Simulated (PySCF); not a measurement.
C3H8N (SMILES C[CH]NC), doublet, at a GFN2-xTB geometry. Base run: DF-B3LYP/6-31G (PySCF).

Input for PySCF:
```python
from pyscf import gto, scf, dft

mol = gto.M(
    atom='''
C     1.34391694    0.82392157    0.32683444
C     0.80086105   -0.32621365   -0.44237051
N    -0.58284371   -0.48432599   -0.58069094
C    -1.45477487   -0.13634064    0.51433112
H     1.05167588    0.77492619    1.37762032
H     2.42975913    0.81028581    0.27590602
H     1.00118088    1.79291133   -0.06179496
H     1.35867908   -0.68462997   -1.29216344
H    -0.82451713   -1.36808934   -1.01081738
H    -1.27452048   -0.73379663    1.41904692
H    -2.48783733   -0.28398791    0.20137596
H    -1.31453271    0.91445877    0.76289297
''',
    basis='6-31g',
    spin=1,
    verbose=4,
)

mf = dft.UKS(mol)
mf.xc = 'b3lyp'
mf = mf.density_fit(auxbasis='def2-universal-jkfit')
mf.kernel()
```

The base run was repeated with changes; each row names its change, and settings that it needs were set with it.

```
change              basis functions      E (Eh)  HOMO (eV)  dipole (D)  core-seconds (rough)
------------------  ---------------  ----------  ---------  ----------  --------------------
base                             52  -173.77633      -3.29        1.04                     9
basis = STO-3G                   28  -171.66658      -1.15        1.05                     4
basis = def2-SV(P)               72  -173.67772      -3.54        1.03                     8
basis = 6-31+G*                  88  -173.82986      -3.71        0.94                    10
basis = def2-SVP                 96  -173.69915      -3.54        1.01                    10
basis = 6-31G**                  96           ?          ?           ?                    10
basis = 6-311G**                  ?           ?          ?           ?                    10
basis = def2-SVPD               144           ?      -3.80           ?                    10
basis = 6-311++G**              144  -173.88162      -3.79        0.94                    10
basis = def2-TZVP               172  -173.89780      -3.75        0.95                    20
basis = def2-TZVPD              220  -173.89927      -3.80        0.92                    30
basis = pc-2                    232  -173.90601      -3.78        0.94                    30
basis = pcseg-2                 232           ?      -3.79        0.94                    30
```

Problem. What belongs in the gaps?

Solution. 
- basis = 6-31G**, E (Eh): -173.83250
- basis = 6-31G**, HOMO (eV): -3.36
- basis = 6-31G**, dipole (D): 0.96
- basis = 6-311G**, basis functions: 120
- basis = 6-311G**, E (Eh): -173.87678
- basis = 6-311G**, HOMO (eV): -3.60
- basis = 6-311G**, dipole (D): 0.99
- basis = def2-SVPD, E (Eh): -173.71524
- basis = def2-SVPD, dipole (D): 0.93
- basis = pcseg-2, E (Eh): -173.90204

Totals compare only among sets that treat the same electrons; sets with core potentials leave the core out.

Open shells are given as the SCF converged; they aren't shown to be the lowest states, and a large step between rows can be another state.
